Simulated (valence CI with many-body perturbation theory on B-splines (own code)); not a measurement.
# Questions on Nd47+

Method: relativistic CI+MBPT: three valence electrons over a frozen Dirac-Fock core [Ne], radial functions for each j: 11 s, 11 p, 10 d, 8 f, 5 g, 2 h, with the one-electron correlation potential Σ1 (screened to all orders), the two-electron term Σ2, the three-electron term Σ3, Breit, model QED; selected single and double excitations, second order for the rest, scaled by the run's own slope (own B-spline code, finite nucleus).

The last digits are not significant, and no measured levels were compared; by estimate large intervals hold to a few tenths of a per cent, small ones and those within an open d or f shell to about a per cent.

Levels are named by their leading jj configuration (3d3/2^4 stands for four electrons in 3d with j = 3/2), which in mixed levels can hold well under half, so a name can repeat and another be missing.

Rates and lifetimes use the calculated energies. Strong lines usually hold to 10 to 20 %, long lifetimes can be off by a factor of two.

(1) What is the ground level?

(2) What is the ionisation energy?

(3) Name the longest-lived excited levels whose lifetime is computed, and their main decay.

(4) Among levels below 1961.0 eV, which E1 lines absorb most strongly from the ground level?

(5) Where does the other parity begin?

(6) How well does LS coupling describe the low levels?

Results:

(1) (3s^2 3p1/2) J=1/2, composition 99 % 3s²3p ²P°, g = 0.654.

(2) 3998.4 eV; NIST lists 3997 ± 4 eV (theoretical).

(3) (3s 3p3/2 3d5/2) J=9/2 at 559.8 eV lives 98.8 ns, mostly by M1 to (3s 3p1/2 3d5/2) J=7/2; (3s^2 3p3/2) J=3/2 at 135.2 eV lives 83.2 ns, mostly by M1 to (3s^2 3p1/2) J=1/2; (3s 3p1/2 3p3/2) J=3/2 at 233.6 eV lives 389 ps, mostly by E1 to (3s^2 3p1/2) J=1/2.

(4) to (3s 3p1/2 4p1/2) J=3/2 at 0.6381 nm, f = 0.388; to (3s^2 3d3/2) J=3/2 at 3.960 nm, f = 0.373; to (3s 3p1/2 3p3/2) J=1/2 at 4.552 nm, f = 0.185.

(5) At (3s 3p1/2^2) J=1/2, 119.8 eV.

(6) Among the lowest 20 levels the leading LS term, summed over configurations, holds 67 % on average. For single configurations the figures are 64 % in LS and 92 % in jj coupling. Terms mix most in the J = 5/2 level at 439.8 eV, where the leading one holds 38 %.
